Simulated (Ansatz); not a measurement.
# What each rung costs, and what it gives

Saddle point of GeNH$_{5}$O, closed shell (GeNH₅O ([NH2][GeH2][OH]) → GeH₂O ([O][GeH2]) + NH₃ (still joined by a long Ge–N bond); bonds formed: N2–H4; bonds broken: O3–H4; bonds weakened to dative contacts: Ge1–N2), PBE0-D4/def2-TZVP structure:

```xyz
8
angstrom
Ge -0.9707 0.1809 0.1389
N 1.0026 -0.0800 0.0139
O -0.9018 -0.7815 -1.2695
H 0.4649 -0.6449 -0.8887
H -1.2408 1.6988 0.0644
H -1.4284 -0.4038 1.4921
H 1.4761 -0.6687 0.6888
H 1.5981 0.6992 -0.2400
```

Barriers are electronic and count from the start structure reached by relaxing down the imaginary mode.

Computed with Ansatz 0.2.0 (basis: as named in each row); correlated methods freeze the cores. Filled d shells of the heavier atoms are correlated. The def2 sets are not built for correlating such inner shells, so the correlated values are less sure here. B3LYP uses VWN-RPA correlation. Extrapolation: Hartree–Fock as exp(−7.88 √X), correlation as X^−2.97.

Times are rough, for one single point on 4 threads of a shared host (Arm Neoverse V1).

The estimate by CCSD(T) at an estimated basis limit (MP2 extrapolated from triple and quadruple zeta, plus CCSD(T) − MP2 in triple zeta) is 40.52 kcal/mol.

```tsv
method	basis	time (s)	barrier (kcal/mol)	method less estimate
HF	STO-3G	under 1	80.89	40.37
PBE-D4	STO-3G	under 1	33.17	-7.35
SPW92	def2-SVP	under 1	27.76	-12.76
PBE-D4	def2-SVP	under 1	30.91	-9.61
B3LYP-D4	6-31G	under 1	33.02	-7.50
SPW92	def2-TZVPP	under 1	30.50	-10.02
PBE0-D4	def2-SVP	under 1	37.01	-3.51
BLYP-D4	def2-TZVPP	1	35.07	-5.45
PBE-D4	def2-TZVPP	1	33.40	-7.12
PBE0-D4	def2-TZVPP	2	38.88	-1.64
B3LYP-D4	def2-TZVPP	2	39.40	-1.12
BHLYP-D4	def2-TZVPP	2	45.42	4.90
CAM-B3LYP-D4	def2-TZVPP	2	41.13	0.61
CCSD(T)	def2-SVP	2	40.46	-0.06
r2SCAN-D4	def2-TZVPP	3	37.42	-3.10
r2SCAN0-D4	def2-TZVPP	3	41.26	0.74
B2PLYP	def2-TZVPP	3	39.65	-0.87
PBE-QIDH	def2-TZVPP	3	41.23	0.71
wB97M-V	def2-SVP	3	39.12	-1.40
RPA on PBE	def2-TZVPP	3	40.04	-0.48
wB97X-V	def2-TZVPP	4	41.73	1.21
B97M-V	def2-TZVPP	6	40.10	-0.42
wB97M-V	def2-TZVPP	6	41.14	0.62
MP2	def2-QZVPP	11	39.03	-1.49
CCSD(T)	def2-TZVPP	42	41.12	0.60
```

All methods are single points on the PBE0-D4 structures.

No T1 diagnostic of these runs exceeds 0.018.

Labels in which every atom is bracketed show which atoms are joined, not bond orders.
